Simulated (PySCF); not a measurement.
# Polarisability and C₆ of Ne²⁺ (neon, charge +2)

[He] 2s2 2p4, high-spin 3P determinant. Calculation: PySCF 2.14, in aug-cc-pCVTZ-DK; scalar relativity by spin-free X2C-1e. Coupled (time-dependent) response in atomic units; α is the mean over directions.

| method | mean α (bohr³) | α xx, yy, zz | C₆ (like pair) | S(−4) |
| --- | --- | --- | --- | --- |
| UHF | 0.8315 | 0.9038, 0.6869, 0.9038 | 1.039 | 0.3552 |
| PBE | 0.8736 | 0.9374, 0.7458, 0.9374 | 1.116 | 0.3861 |
| PBE0 | 0.8575 | 0.9234, 0.7255, 0.9234 | 1.088 | 0.3718 |
| r2SCANh | 0.8643 | 0.9375, 0.7177, 0.9375 | 1.108 | 0.3895 |
| BHandHLYP | 0.8426 | 0.9086, 0.7105, 0.9086 | 1.063 | 0.3534 |

S(−4) is the Cauchy moment in α(ω) = α(0) + S(−4) ω² + …

α(iu) at UHF:

| u (hartree) | α(iu) (bohr³) |
| --- | --- |
| 0 | 0.8315 |
| 0.0500 | 0.8306 |
| 0.100 | 0.8280 |
| 0.200 | 0.8178 |
| 0.300 | 0.8018 |
| 0.500 | 0.7577 |
| 0.750 | 0.6921 |
| 1.00 | 0.6259 |
| 1.50 | 0.5082 |
| 2.00 | 0.4136 |
| 3.00 | 0.2817 |
| 5.00 | 0.1488 |

For an ion, C₆ is the dispersion term alone; charge-induced terms of lower order in 1/R come first.

The components differ because the open shell of this determinant is not spherical; for a pure term their mean is the scalar polarisability.
